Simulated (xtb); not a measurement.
xtb input (GFN2-xTB):

```bash
xtb mol.xyz --gfn 2 --ohess tight --chrg -1 --uhf 0
```
mol.xyz:
```
9

Si     1.81800819    -0.24521327     0.20396691
N      0.31398981    -0.19141130    -0.64617189
Si    -1.28330890     0.26694029    -0.12173218
H      1.92539039     0.99232927     1.02146463
H      1.84855524    -1.33622284     1.12195692
H      0.33873314    -0.66336621    -1.54771894
H     -1.84713870    -0.75376692     0.72267095
H     -2.03620008     0.42916939    -1.36339119
H     -1.11323306     1.49699870     0.61139965
```

Output:

```
           -------------------------------------------------
          |                Calculation Setup                |
           -------------------------------------------------

           -------------------------------------------------
          |                 G F N 2 - x T B                 |
           -------------------------------------------------

        Reference                      10.1021/acs.jctc.8b01176
      * Hamiltonian:
        H0-scaling (s, p, d)           1.850000    2.230000    2.230000
        zeta-weighting                 0.500000
      * Dispersion:
        s8                             2.700000
        a1                             0.520000
        a2                             5.000000
        s9                             5.000000
      * Repulsion:
        kExp                           1.500000    1.000000
        rExp                           1.000000
      * Coulomb:
        alpha                          2.000000
        third order                    shell-resolved
        anisotropic                    true
        a3                             3.000000
        a5                             4.000000
        cn-shift                       1.200000
        cn-exp                         4.000000
        max-rad                        5.000000

          ...................................................
          :                      SETUP                      :
          :.................................................:
          :  # basis functions                  30          :
          :  # atomic orbitals                  28          :
          :  # shells                           14          :
          :  # electrons                        20          :
          :  max. iterations                   250          :
          :  Hamiltonian                  GFN2-xTB          :
          :  restarted?                      false          :
          :  GBSA solvation                  false          :
          :  PC potential                    false          :
          :  electronic temp.          300.0000000     K    :
          :  accuracy                    1.0000000          :
          :  -> integral cutoff          0.2500000E+02      :
          :  -> integral neglect         0.1000000E-07      :
          :  -> SCF convergence          0.1000000E-05 Eh   :
          :  -> wf. convergence          0.1000000E-03 e    :
          :  Broyden damping             0.4000000          :
          :  net charge                         -1          :
          :  unpaired electrons                  0          :
          ...................................................

 iter      E             dE          RMSdq      gap      omega  full diag
   1     -9.5410517 -0.954105E+01  0.808E+00    3.06       0.0  T
   2     -9.6549956 -0.113944E+00  0.705E+00    0.60       1.0  T
   3     -9.6750147 -0.200190E-01  0.515E+00    1.45       1.0  T
   4     -9.6393483  0.356664E-01  0.403E+00    0.62       1.0  T
   5     -9.6785575 -0.392092E-01  0.122E+00    1.45       1.0  T
   6     -9.6787264 -0.168938E-03  0.616E-01    1.33       1.0  T
[...]
     2   7 N        3  14 Si                                      1.6788245 (max)
     1  14 Si       4   1 H                                       1.4969687
     1  14 Si       5   1 H                                       1.5113900
     2   7 N        6   1 H                                       1.0088635 (min)
     3  14 Si       7   1 H                                       1.4906198
     3  14 Si       8   1 H                                       1.4897021
Molecule has no symmetry elements
It seems to be the C1 point group
     3  14 Si       9   1 H                                       1.4731287

 * 3 distinct bonds (by element types)

   Z      Z             #   av. dist./Å        max./Å        min./Å
   1 H    7 N           1     1.0088635     1.0088635     1.0088635
   1 H   14 Si          5     1.4923618     1.5113900     1.4731287
   7 N   14 Si          1     1.6788245     1.6788245     1.6788245

           -------------------------------------------------
          |               Frequency Printout                |
           -------------------------------------------------
 projected vibrational frequencies (cm⁻¹)
eigval :       -0.00     0.00     0.00     0.00     0.00     0.00
eigval :       82.65   122.97   192.29   348.59   505.92   579.86
eigval :      626.77   666.97   734.97   808.14   857.32   872.09
eigval :      914.26  1029.08  1164.88  1689.99  1817.70  1952.34
eigval :     1998.17  2135.85  3444.70
 reduced masses (amu)
   1: 20.40   2: 24.53   3: 23.45   4: 23.32   5: 23.16   6:  9.28   7:  3.75   8:  5.49
   9: 17.16  10:  5.18  11: 13.13  12:  3.49  13:  7.15  14:  4.56  15:  3.96  16:  2.33
  17:  2.45  18:  2.51  19:  2.35  20: 15.01  21:  5.15  22:  1.85  23:  1.79  24:  1.99
  25:  1.69  26:  1.70  27:  1.87
 IR intensities (km·mol⁻¹)
   1:  7.82   2: 13.02   3:  7.45   4: 13.03   5:  3.32   6:  2.59   7:  2.27   8:  0.81
   9:  2.64  10: 46.74  11: 47.86  12: 43.57  13:185.80  14:165.09  15:172.89  16:210.85
  17:160.24  18:288.11  19:440.59  20:218.80  21:223.00  22:******  23:747.37  24:820.87
  25:574.52  26:430.06  27: 29.53
 Raman intensities (Ä⁴*amu⁻¹)
   1:  0.00   2:  0.00   3:  0.00   4:  0.00   5:  0.00   6:  0.00   7:  0.00   8:  0.00
   9:  0.00  10:  0.00  11:  0.00  12:  0.00  13:  0.00  14:  0.00  15:  0.00  16:  0.00
  17:  0.00  18:  0.00  19:  0.00  20:  0.00  21:  0.00  22:  0.00  23:  0.00  24:  0.00
  25:  0.00  26:  0.00  27:  0.00
 output can be read by thermo (or use thermo option).
 writing <g98.out> molden fake output.
 recommended (thermochemical) frequency scaling factor: 1.0
           -------------------------------------------------
          |             Thermodynamic Functions             |
           -------------------------------------------------

c1  symmetry found (for desy threshold:  0.10E+00) used in thermo

          ...................................................
          :                      SETUP                      :
          :.................................................:
          :  # frequencies                          21      :
          :  # imaginary freq.                       0      :
          :  linear?                             false      :
          :  only rotor calc.                    false      :
          :  symmetry                               c1      :
          :  rotational number                       1      :
          :  scaling factor                  1.0000000      :
          :  rotor cutoff                   50.0000000 cm⁻¹ :
          :  imag. cutoff                  -20.0000000 cm⁻¹ :
          :.................................................:

    mode    ω/cm⁻¹     T·S(HO)/kcal·mol⁻¹    T·S(FR)/kcal·mol⁻¹   T·S(vib)
   ------------------------------------------------------------------------
       1     82.65    -1.14098 ( 88.19%)    -0.90714 ( 11.81%)    -1.11336
       2    122.97    -0.91030 ( 97.34%)    -0.78961 (  2.66%)    -0.90708
       3    192.29    -0.65761 ( 99.54%)    -0.65729 (  0.46%)    -0.65760
   ------------------------------------------------------------------------

   temp. (K)  partition function   enthalpy   heat capacity  entropy
                                   cal/mol     cal/K/mol   cal/K/mol   J/K/mol
 298.15  VIB   19.6                 2175.414     15.011     13.103
         ROT  0.568E+05              888.752      2.981     24.735
         INT  0.111E+07             3064.167     17.991     37.837
         TR   0.644E+27             1481.254      4.968     38.891
         TOT                        4545.4204    22.9596    76.7285   321.0319
Note: The following floating-point exceptions are signalling: IEEE_UNDERFLOW_FLAG IEEE_DENORMAL
normal termination of xtb

       T/K    H(0)-H(T)+PV         H(T)/Eh          T*S/Eh         G(T)/Eh
   ------------------------------------------------------------------------
    298.15    0.724359E-02    0.586061E-01    0.364562E-01    0.221499E-01
   ------------------------------------------------------------------------

         :::::::::::::::::::::::::::::::::::::::::::::::::::::
         ::                  THERMODYNAMIC                  ::
         :::::::::::::::::::::::::::::::::::::::::::::::::::::
         :: total free energy          -9.573911840857 Eh   ::
         ::.................................................::
         :: total energy               -9.596061727869 Eh   ::
         :: zero point energy           0.051362469612 Eh   ::
         :: G(RRHO) w/o ZPVE           -0.029212582600 Eh   ::
         :: G(RRHO) contrib.            0.022149887012 Eh   ::
         :::::::::::::::::::::::::::::::::::::::::::::::::::::

optimized geometry written to: xtbopt.xyz

           -------------------------------------------------
          | TOTAL ENERGY               -9.596061727869 Eh   |
          | TOTAL ENTHALPY             -9.537455669737 Eh   |
          | TOTAL FREE ENERGY          -9.573911840857 Eh   |
          | GRADIENT NORM               0.000275013418 Eh/α |
          | HOMO-LUMO GAP               2.577642270647 eV   |
           -------------------------------------------------

------------------------------------------------------------------------
------------------------------------------------------------------------
 total:
 SCF:
 ANC optimizer:
 analytical hessian:
```

It need not be the lowest isomer of its formula. Whether it binds its extra electron was not tested at this geometry.
